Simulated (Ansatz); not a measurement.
Isomers of Li₇H₆ (doublet), relaxed with PBE-D4/def2-TZVP; total energies from Ansatz at CCSD(T)/def2-TZVP.

| isomer | description | energy (Eh) |
| --- | --- | --- |
| A | point group C3v; 18 × H–Li 1.79 to 1.89 Å | -56.14339 |
| B | point group not assigned; 17 × H–Li 1.67 to 1.87 Å | -56.13799 |

Correlated methods freeze no core orbitals; core or outer-core shells of Li are correlated, in sets that lack core-valence functions.

The isomers come from a short search, and lower ones may exist.

Problem. Work out the relative energies (1 Eh = 2625.5 kJ/mol) and the Boltzmann populations at 1200 K from electronic energies alone (R = 8.314 J/mol/K).

Solution. ΔE: A 0.0, B 14.2 kJ/mol. RT = 9.98 kJ/mol. Factors exp(−ΔE/RT): A 1, B 0.241; sum 1.241. Populations: A 80.6 %, B 19.4 %. Zero-point energy, vibrational entropy and symmetry numbers are left out and can shift these; an error of 4 kJ/mol changes a ratio by a factor of 1.5. Over the other density-functional and correlated levels in def2 sets, the gap between A and B ranges from 17 to 32 kJ/mol.
